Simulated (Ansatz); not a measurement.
`CC[SiH2]O` + `O[Si](O)(O)O` → `O[SiH2]O[Si](O)(O)O` + `CC`  (ligand exchange at the Si–C bond)

Calculated with Ansatz (gas phase, PBE0-D4/def2-TZVP geometries, no zero-point term in ΔE). CBS: MP2 limit from def2 TZ/QZ plus the TZ coupled-cluster correction, frozen cores. This one scheme is used for every species. Functionals use def2-TZVPP. B3LYP here is the variant with VWN-RPA as its local correlation; programs differ in this. One conformer a species, not always the lowest.

| level | ΔE (kJ/mol) | difference from CCSD(T)/CBS |
| --- | --- | --- |
| PBE-D4 | -127.0 | 12.9 |
| r2SCAN-D4 | -139.8 | 0.1 |
| PBE0-D4 | -132.3 | 7.6 |
| ωB97X-V | -138.9 | 1.0 |
| ωB97M-V | -138.8 | 1.1 |
| PBE | -124.9 | 15.0 |
| r2SCAN | -139.0 | 0.9 |
| B3LYP | -140.5 | -0.6 |
| HF/def2-TZVPP | -156.3 | -16.4 |
| MP2/def2-TZVPP | -140.8 | -0.9 |
| SCS-MP2/def2-TZVPP | -143.8 | -3.9 |
| HF/def2-QZVPP | -158.1 | -18.2 |
| MP2/def2-QZVPP | -141.1 | -1.2 |
| HF/CBS(def2) | -158.3 | -18.4 |
| MP2/CBS(def2) | -140.3 | -0.4 |
| CCSD/CBS(def2) | -141.6 | -1.7 |
| CCSD(T)/CBS | -139.9 | 0 |

Largest T1 diagnostic among the species: 0.012.

The D4 term adds −3.3 kJ/mol with B3LYP and −2.0 kJ/mol with PBE0; it sums over pairs of atoms, weighted by their polarisabilities, and B3LYP, whose exchange is more repulsive, gets the larger term. In def2-TZVPP, CCSD(T) changes the Hartree–Fock value by +15.9 kJ/mol (the triples alone add +1.7 kJ/mol) and MP2 by +15.5 kJ/mol. From PBE to PBE0 (25 % exact exchange), in def2-TZVPP and without D4, ΔE moves by −5.4 kJ/mol.
